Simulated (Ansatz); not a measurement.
Torsion F1–Pb2–S3–H4 in FHPbS (SMILES [F][Pb][SH]); at each angle all else is relaxed with GFN2-xTB, and the levels are single points there.
Geometry at 0° (charge 0, multiplicity 1):
```xyz
4

F      1.73678    -0.88632    -0.16286
Pb     0.99493     1.02768    -0.61832
S     -1.42545     0.39865    -0.50136
H     -1.26757    -0.87644    -0.20207
```
Energies count from the point at 0°.

Correlated levels freeze the cores. Filled d and f shells under p-block atoms count as core. CBS: X⁻³ extrapolation of the correlation energy, Hartree–Fock from the larger set.

The values were computed with Ansatz (Gaussian orbitals).  In def2 rows elements past Kr take small-core potentials, without spin–orbit coupling.

Energies in meV.

```tsv
dihedral (°)	SVWN5/def2-TZVPP	PBE/def2-TZVPP	MP2/def2-TZVPP	CCSD/def2-TZVPP	CCSD(T)/CBS(def2-TZVPP, def2-QZVPP)
0	0.0	0.0	0.0	0.0	0.0
30	81.7	71.6	72.6	69.8	67.2
60	254.9	223.0	220.9	212.3	204.9
90	359.9	312.2	302.1	290.6	280.4
120	265.6	229.5	229.7	221.1	211.4
150	108.1	89.6	96.2	92.5	85.5
180	37.8	26.2	32.2	30.3	25.0
210	108.1	89.6	96.2	92.5	85.5
240	265.6	229.5	229.7	221.1	211.4
270	359.9	312.2	302.1	290.6	280.4
300	254.9	223.0	220.9	212.3	204.9
330	81.7	71.6	72.6	69.8	67.2
```

Ansatz is a quantum-chemistry and plane-wave program.
